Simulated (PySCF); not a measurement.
# Correlation energy of S⁺ (sulfur, charge +1)

[Ne] 3s2 3p2 3d1, one real determinant (an excited configuration). Calculation: PySCF 2.14, in aug-cc-pVDZ-DK (5s4p2d, 27 functions); scalar relativity by spin-free X2C-1e. Frozen: [Ne]; 5 electrons correlated.

```
  level  correlation energy (mhartree)
   CCSD                         -93.55
    (T)                         -10.17
CCSD(T)                        -103.72
  CCSDT                        -106.76
```

Diagnostics: T1 = 0.014, D1 = 0.0421, largest double amplitude 0.415.

**Question.** Is a single reference adequate?

**Answer.** Not fully. The real determinant used has ⟨L²⟩ near 8 against 12 for a pure F term, so it mixes terms. The outer electron is Rydberg-like, and this basis confines it to a smaller radius and binds it less than a complete one would. A double-excitation amplitude exceeds 0.15, a sign of near-degeneracy.

The reference is one real determinant that mixes LS terms of this configuration.
